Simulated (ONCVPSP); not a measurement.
**Transferability test, ONCV potential for N**

nitrogen, optimised norm-conserving Vanderbilt (ONCV), made with ONCVPSP 4.0.1 (PBE, non-relativistic). Core [He], reference 2s2 (charge +3). Waves: 2s: rc 1.00 bohr, ncon 4, nbas 7, qcut 8.4 1/bohr, 1 projector; p scattering state at 0.02 Ha: rc 0.85 bohr, ncon 4, nbas 7, qcut 8.8 1/bohr, 2 projectors, debl 0.9 Ha; d scattering state at 0.26 Ha: rc 0.85 bohr, ncon 4, nbas 7, qcut 11.9 1/bohr, 2 projectors, debl 0.8 Ha. Local part: polynomial inside 0.65 bohr (lpopt 2, dvloc0 0 Ha). Core correction: Teter function fitted to the true core (icmod 2), fcfact 0.45.

In the p channel the program set the typed energies aside and used 0.050, 0.950 Ha.

Energies are relative to the spin-unpolarised reference configuration 2s2; without spin polarisation the order of configurations can differ from experiment.

```json
{"valence configuration": "2s2 2p1", "charge": "+2", "ΔE all-electron (eV)": "-47.084", "error AE − PS (meV)": "+98"}
{"valence configuration": "2s2 2p2.5", "charge": "+0.5", "ΔE all-electron (eV)": "-84.444", "error AE − PS (meV)": "+283"}
```

Question: What are ΔE and the potential's error for 2s2 2p3?

Answer: ΔE = -89.540 eV all-electron; the error (AE − PS) is +313 meV.

Question: What are ΔE and the potential's error for 2s2 2p2?

Answer: ΔE = -75.943 eV all-electron; the error (AE − PS) is +235 meV.

Levels in the configuration 2s2 2p3:

```
level  all-electron (eV)  pseudo (eV)
   2s            -18.558      -18.545
   2p             -7.095       -7.138
```
